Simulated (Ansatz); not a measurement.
Stepwise reaction of `C[SiH](O)O` with ammonia, as a gas-phase model of exchange steps in deposition or etching. ΔE in kJ/mol; ΔG adds harmonic PBE0-D4 terms to CCSD(T)/CBS, at 1 bar.

Program: Ansatz. Geometries: PBE0-D4/def2-TZVP. ΔE: electronic, gas phase. CCSD(T)/CBS adds triple-zeta CCSD(T) − MP2 to the extrapolated MP2 energy (def2 sets, frozen cores). This one scheme is used for every species. DFT in def2-TZVPP. B3LYP here is the variant with VWN-RPA as its local correlation; programs differ in this. Each species was taken in one conformer, which may not be the lowest.

```csv
step,reaction,PBE-D4,B3LYP-D4,ωB97M-V,CCSD(T)/CBS,ΔG(600 K)
1,`C[SiH](O)O` + NH₃ → `C[SiH](N)O` + H₂O,47.6,50.9,50.5,48.0,42.4
```

Give the row of step 2, `C[SiH](N)O` + NH₃ → `C[SiH](N)N` + H₂O. (Estimate.)

The calculation gave: 
```tsv
step	reaction	PBE-D4	B3LYP-D4	ωB97M-V	CCSD(T)/CBS	ΔG(600 K)
2	`C[SiH](N)O` + NH₃ → `C[SiH](N)N` + H₂O	45.4	48.3	48.2	45.5	43.0
```

By hand: ΔE of the 2 steps together at CCSD(T)/CBS.

(48.0) + (45.5) = 93.5 kJ/mol, or 46.8 kJ/mol a step.

In ΔE the steps differ by no more than 2.5 kJ/mol. All are uphill at CCSD(T)/CBS. ΔG lies between 42.4 and 43.0 kJ/mol a step. PBE-D4 differs from CCSD(T)/CBS by -0.4 to -0.1 kJ/mol a step. Isolated molecules leave out the surface, adducts and barriers. Largest T1 diagnostic: 0.011.
